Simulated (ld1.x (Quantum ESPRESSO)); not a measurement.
**nickel (Ni): from the effect back to the setting (RRKJ)**

Base potential:

- Element: nickel
- Generator: ld1.x (Quantum ESPRESSO) 7.5
- Type: norm-conserving RRKJ (Kleinman–Bylander form)
- Functional: PW91
- Relativity: scalar-relativistic
- Frozen core: [Ar]
- Valence charge: 10
- Reference configuration: 3d8.5 4s1.5 4p0
- Partial waves: 4p (bound, empty): rc 3.75 bohr; 3d (bound): rc 1.15 bohr; 4s (bound): rc 1.55 bohr
- Local potential: the s channel
- Core correction: a·sin(br)/r model core inside 1.00 bohr
- rho0: 0.001

Cutoffs, loose and tight: the cutoffs (Ry, on a coarse ladder) from which the occupation-weighted sum of valence levels, in a spherical-Bessel basis at the reference potential, stays within 10 and 1 mRy of its value at 400 Ry. They do not see the model core or the augmentation charge, which bear on the density cutoff. Test errors are all-electron minus pseudo excitation energies from the reference, over the configurations 3d8 4s2 4p0; 3d8 4s1 4p0; 3d8 4s0 4p0; 3d8 4s1.5 4p0; 3d9 4s1 4p0; 3d8 4s0 4p1; 3d7 4s2 4p1; variants that change the core or the reference have their own tests. The largest error is taken over the tests solved by every variant that gives reliable tests at all, those not shown here included: 3d8 4s0 4p0; 3d8 4s0 4p1; 3d8 4s1 4p0; 3d8 4s1.5 4p0; 3d8 4s2 4p0; 3d9 4s1 4p0.

Only the scale of all radii but the core radius (base = 1) is moved:

| scale of all radii but the core radius (base = 1) | cutoff, loose | cutoff, tight | bound ghosts | largest test error (meV) |
| --- | --- | --- | --- | --- |
| 0.79 | 200 Ry | 300 Ry | p, s (extra level of the local part) | +192 |
| 0.89 | 160 Ry | 230 Ry | p | -86 |
| 0.97 | 140 Ry | 200 Ry | p | -662 |
| 1.16 | 100 Ry | 160 Ry | none | -67 |
| 1.29 | 90 Ry | 140 Ry | none | -68 |
| 1.34 | 80 Ry | 120 Ry | none | -70 |

Question: One more run gave cutoff, loose: 120 Ry; cutoff, tight: 180 Ry; bound ghosts: none; largest test error (meV): -66. Which value of the scale of all radii but the core radius (base = 1) was used?

Answer: 1.04. The loose cutoff moves one way along this sweep, from 200 Ry at 0.79 to 80 Ry at 1.34, which places the run between 0.97 and 1.16.
